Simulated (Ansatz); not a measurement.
Molecule: C2H6BO2, charge -1, multiplicity 1. It need not be the lowest isomer of its formula. Whether it binds its extra electron was not tested at this geometry. 
Coordinates optimised at B3LYP-D3(BJ)/def2-TZVP (Ansatz, a program for electronic structure):
```xyz
11

C     -2.0142    -0.1750     0.2052
C     -0.6702    -0.8198    -0.1359
B      0.5918     0.2006    -0.0196
O      0.5417     1.4439     0.3281
O      1.8230    -0.4861    -0.3669
H     -2.8615    -0.8706     0.1274
H     -2.2096     0.6746    -0.4541
H     -1.9976     0.2301     1.2201
H     -0.7047    -1.2394    -1.1516
H     -0.4958    -1.6862     0.5181
H      2.4990     0.1948    -0.2669
```
Charge -1, spin multiplicity 1.

Basis-set convergence of Hartree-Fock and CCSD correlation energies (hartree) with Ansatz. Cores are frozen in the correlated levels unless marked. No spin-orbit coupling. No relativistic terms. This anion needs diffuse functions, which these sets lack.

```csv
basis,functions,E(HF),"E(corr, CCSD)"
cc-pVDZ,100,-253.75432,-0.79626
cc-pVTZ,234,-253.84094,-0.97657
cc-pVQZ,455,(withheld),(withheld)
```

Q: Some entries are withheld; supply them.

A: 
- cc-pVQZ, E(HF): -253.86194
- cc-pVQZ, E(corr, CCSD): -1.03543
